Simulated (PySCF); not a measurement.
## How the method changes the constants of InC⁻

State: ³Π (triplet), unpaired electrons σ ↑, π ↑. Set-up: basis In aug-cc-pVDZ-PP with ECP28, C aug-cc-pVDZ; scalar-relativistic core potentials; PySCF 2.14. De refers to In + C⁻ in their high-spin ground configurations, without counterpoise correction. The functionals are run spin-unrestricted. A positive dipole points towards C; it is taken about the centre of mass and depends on that origin. Levels whose curve was spin-contaminated or gave no clean fit are not listed.

```
       Level  Re (Å)  ωe (cm⁻¹)  De (eV)  μ (D)
    ROHF-MP2   2.128        568     2.10    n/a
ROHF-SCS-MP2   2.136        555      n/a    n/a
         PBE   2.132        494     2.49  -4.47
        BP86   2.132        495     2.50  -4.50
```

The bond length runs from 2.128 Å (ROHF-MP2) to 2.136 Å (ROHF-SCS-MP2). De spans 2.10 eV (ROHF-MP2, perturbation theory) to 2.50 eV (BP86, GGA).

Correlated steps freeze 5 core orbitals. Correlated levels converge slowly with the basis: in double zeta they bind strong bonds too weakly, by up to about 1 eV, and carry superposition errors of some tenths. These are scalar-relativistic numbers at best; spin–orbit coupling would shift them, the dissociation energy most. For an ion De counts to the pair picked by the measured ionisation energies or electron affinities, which need not be the lowest pair at this level. The highest Kohn–Sham level is positive in this anion. Much of that is self-interaction error, but it also means that the finite basis helps to hold the extra electron. The state is the lowest determinant that a PBE0 search found; another state may lie lower at other levels.

The whole job (state search and all levels along the bond) took about 2.3 min on 1 thread of Arm Neoverse V2 (shared host), peak memory 0.81 GiB.
